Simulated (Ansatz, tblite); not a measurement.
Spin states of the cluster Mg4H3, each relaxed with r2SCAN-D4/def2-TZVP in Ansatz. Electronic energies in the gas phase.

The xTB rows come from tblite. Correlated methods freeze 4 core orbitals; core or outer-core shells of Mg are correlated, in sets that lack core-valence functions. The rows differ in basis, and correlated rows in double-zeta sets carry the largest basis error. The structure comes from a short search, and lower isomers may exist.

Doublet geometry:

```xyz
7

Mg    1.633    0.049    0.743
Mg   -1.513    0.454   -0.851
Mg   -1.021   -1.253    1.698
Mg    0.256   -2.082   -1.034
H     3.154    0.644    1.264
H     0.167    0.792   -0.129
H    -2.676    1.397   -1.690
```

Quartet geometry:

```xyz
7

Mg   -0.2812    1.0212    1.2001
Mg   -0.5189   -0.7410   -1.3205
Mg    1.5374   -1.7235    1.0599
Mg    2.4987    0.2882   -0.4372
H    -0.6842    2.1528    2.4276
H    -1.3805    0.4609   -0.1920
H    -1.1714   -1.4586   -2.7380
```

⟨S²⟩: doublet 0.77 at PBE0-D4/def2-TZVP (pure 0.75), quartet 3.76 at PBE0-D4/def2-TZVP (pure 3.75).

Run but left out: MP2/def2-SVP, MP2/def2-TZVP (doublet: ⟨S²⟩ 0.96 to 0.98, where a pure state has 0.75).

Only these spin states were relaxed. The quartet has other bonds than the doublet, so the gap mixes isomer and spin.

```tsv
level	quartet − doublet (kJ/mol)	lowest of these	remarks
HF/STO-3G	226.4	doublet	HOMO above zero (doublet), HOMO above zero (quartet)
HF/def2-SVP	40.3	doublet	spin-contaminated (⟨S²⟩ 0.96) (doublet)
PBE0-D4/def2-TZVP	91.3	doublet	–
BHLYP-D4/def2-TZVP	108.7	doublet	–
CAM-B3LYP-D4/def2-TZVP	111.2	doublet	–
RPA@PBE/def2-TZVP	100.4	doublet	–
```

Estimate the rows for GFN1-xTB, GFN2-xTB, PBE-D4/def2-TZVP, r2SCAN-D4/def2-TZVP, CCSD/def2-SVP, CCSD(T)/def2-SVP.


| level | quartet − doublet (kJ/mol) | lowest of these | remarks |
| --- | --- | --- | --- |
| GFN1-xTB | 420.1 | doublet | – |
| GFN2-xTB | 329.0 | doublet | – |
| PBE-D4/def2-TZVP | 101.2 | doublet | – |
| r2SCAN-D4/def2-TZVP | 70.2 | doublet | – |
| CCSD/def2-SVP | 89.1 | doublet | spin-contaminated (⟨S²⟩ 0.96) (doublet) |
| CCSD(T)/def2-SVP | 91.8 | doublet | spin-contaminated (⟨S²⟩ 0.96) (doublet) |

The xTB methods have no term that favours high spin, so they put low spin too low.
